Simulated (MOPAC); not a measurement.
MOPAC input (AM1):

```
AM1 1SCF CHARGE=1 GEO-OK AUX(PRECISION=9) THREADS=1
F3Ge

F    -1.09387531 1   -1.24703347 1    0.00576626 1
Ge   -0.00000000 1   -0.00000000 1    0.00000000 1
F     1.62656133 1   -0.32365871 1   -0.03510244 1
F    -0.53268602 1    1.57069217 1    0.02933618 1
```

From the last part of the output:

```
                                                       MOPAC v23.2.5 Linux

          FINAL HEAT OF FORMATION =         40.72752 KCAL/MOL =     170.40393 KJ/MOL

          COSMO AREA              =         94.23 SQUARE ANGSTROMS
          COSMO VOLUME            =         80.32 CUBIC ANGSTROMS

          IONIZATION POTENTIAL    =         20.931080 EV
          HOMO LUMO ENERGIES (EV) =        -20.931 -8.496
          NO. OF FILLED LEVELS    =         12
          MOLECULAR WEIGHT        =        129.5852         POINT GROUP:  D3h

          MOLECULAR DIMENSIONS (Angstroms)

            Atom       Atom       Distance
            F     4    F     1     2.87316
            F     3    F     1     2.48823
            F     1   Ge     2     0.00000

          SCF CALCULATIONS        =          1

   ATOM   CHEMICAL          X               Y               Z
  NUMBER   SYMBOL      (ANGSTROMS)     (ANGSTROMS)     (ANGSTROMS)

     1       F         -1.09387531  *  -1.24703347  *   0.00576626  *
     2      Ge         -0.00000000  *  -0.00000000  *   0.00000000  *
     3       F          1.62656133  *  -0.32365871  *  -0.03510244  *
     4       F         -0.53268602  *   1.57069217  *   0.02933618  *

                             CARTESIAN COORDINATES

   1    F       -1.093875310    -1.247033470     0.005766260
   2   Ge       -0.000000000    -0.000000000     0.000000000
   3    F        1.626561330    -0.323658710    -0.035102440
   4    F       -0.532686020     1.570692170     0.029336180

           Empirical Formula: F3 Ge  =     4 atoms

      MOLECULAR POINT GROUP   :   D3h

                  EIGENVALUES
 -54.95609 -54.49686 -54.49686 -23.45622 -23.45622 -22.71826 -21.90838 -21.18884
 -21.12143 -21.12143 -20.93108 -20.93108  -8.49602  -8.43545  -4.62349  -4.62349

              NET ATOMIC CHARGES AND DIPOLE CONTRIBUTIONS

  ATOM NO.   TYPE          CHARGE      No. of ELECS.   s-Pop       p-Pop
    1          F          -0.428881        7.4289     1.88930     5.53958
    2         Ge           2.286642        1.7134     0.37551     1.33785
    3          F          -0.428881        7.4289     1.88930     5.53958
    4          F          -0.428881        7.4289     1.88930     5.53958
 DIPOLE           X         Y         Z       TOTAL
 POINT-CHG.    -0.000     0.000     0.000     0.000
 HYBRID         0.000     0.000    -0.000     0.000
 SUM            0.000     0.000    -0.000     0.000

          ATOMIC ORBITAL ELECTRON POPULATIONS

     Atom    s        px        py        pz
    1  F   1.88930   1.84799   1.81450   1.87710
    2 Ge   0.37551   0.48447   0.48450   0.36889
    3  F   1.88930   1.71254   1.95005   1.87699
    4  F   1.88930   1.93330   1.72926   1.87702

 **********************
 *                    *
 * JOB ENDED NORMALLY *
 *                    *
 **********************

 == MOPAC DONE ==
```

The dipole moment of an ion depends on the origin.
